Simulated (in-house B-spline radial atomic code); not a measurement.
RPA and G0W0 on Hartree-Fock: the rubidium ion Rb⁹⁺

Configuration [Ar] 3d10, mean-field start Hartree-Fock. Computed with a B-spline radial code for spherical atoms: all electrons, non-relativistic, point nucleus, each spin shell either full or empty, empty states to l = 9 with an (l + 1/2)⁻⁴ tail; G0W0 by contour deformation at full frequency.

Without relativity these are model numbers: it shifts the levels of so heavy an element strongly and can reorder them.

Command:
```bash
python run_gw.py task.json out
```
Settings (radii: box in bohr, nucleus in fm):
```
Z                        37
electrons                28
configuration            [Ar] 3d10
hamiltonian              nr
method                   hf
lmax                     9
spin_polarised           False
box_radius               7.11
intervals                49
```

Time taken, with all properties: 1.6 s on 1 thread of Arm Neoverse N1, with other jobs on the host.

Energies (hartree):

| term | value |
| --- | --- |
| mean-field total | -2914.75634 |
| Hartree-Fock functional on these orbitals | -2914.75634 |
| direct second order | -2.1718 |
| second-order exchange | 0.63526 |
| SOSEX correction | 0.60352 |

Task: What is the RPA correlation energy, and what remains with SOSEX?

Result: RPA gives -1.9832 hartree (-1.93 eV per electron); RPA + SOSEX gives -1.3797, and the second-order doubles (MP2) -1.5365 hartree. SOSEX takes back 30 % of the RPA value.

Quasi-particle levels (eV):

| level | occupied | mean field | Σx - vxc | Σc | QP weight | G0W0 |
| --- | --- | --- | --- | --- | --- | --- |
| 3d | yes | -281.20 | 0.00 | ? | ? | ? |
| 3p | yes | -409.85 | 0.00 | 5.46 | 0.969 | -404.39 |
| 3s | yes | -481.56 | 0.00 | 6.37 | 0.928 | -475.19 |
| 2p | yes | -2004.95 | 0.00 | 20.91 | 0.901 | -1984.04 |
| 4s | no | -147.07 | 0.00 | -1.18 | 0.996 | -148.24 |

G0W0 = mean field + (Σx - vxc) + Σc, with Σc (partial-wave tail included) taken at the quasi-particle energy. Only the outer levels were computed.

Task: Where does G0W0 put 3d?

Result: At -279.66 eV, with Σc = 1.54 eV and a quasi-particle weight of 0.983. The tabulated removal energy is 277.12 ± 0.12 eV (NIST, measured); the calculation leaves out relativity, Breit and QED terms, and what these don't explain is the method's own error.
